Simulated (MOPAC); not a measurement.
MOPAC input (PM6):

```
PM6 1SCF GEO-OK AUX(PRECISION=9) THREADS=1
HB

B    -0.00000000 1   -0.00000000 1   -0.20551333 1
H     0.00000000 1    0.00000000 1    1.02756663 1
```

**Question.** What heat of formation does the run end on, and which ionisation energy by Koopmans theorem?

**Answer.** 101.21 kcal/mol; 7.93 eV.
